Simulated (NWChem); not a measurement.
System: CH3FO3Si; SMILES [Si](O)(C=O)(O)F

Input file for NWChem:

```
start job
memory heap 200 mb stack 900 mb global 1100 mb
geometry units angstroms noautosym nocenter noautoz
  O      0.266971     2.125915     0.459538
  C     -0.524727     1.384001    -0.104579
  Si    -0.065555    -0.472800    -0.154764
  O     -1.260379    -1.397280     0.489651
  O      1.333899    -0.587705     0.694954
  F      0.151650    -0.900536    -1.687520
  H     -1.453206     1.808218    -0.547914
  H     -0.984219    -2.068644     1.130220
  H      1.655968     0.297145     0.942765
end
basis spherical
  * library 6-31g*
end
dft
  xc b3lyp
  iterations 150
end
cosmo
  do_cosmo_smd true
  solvent water
end
task dft energy
```

Geometry: optimised at B3LYP/6-31G* (spherical d). B3LYP is NWChem's, with the RPA form of VWN correlation. Solvent: water.

Level: B3LYP/6-31G* with SMD (1 M gas to 1 M solution), gas-phase geometry. Reactions with the solvent are ignored.

What results follow from this input? (B3LYP/6-31G* (spherical d), SMD on the gas-phase geometry.) Quantities: solvation free energy (kcal/mol); cavity-dispersion-structure term (kcal/mol); dipole in solution (D).


| Quantity | Result |
|---|---|
| solvation free energy (kcal/mol) | -8.1 |
| cavity-dispersion-structure term (kcal/mol) | 4.5 |
| dipole in solution (D) | 1.60 |
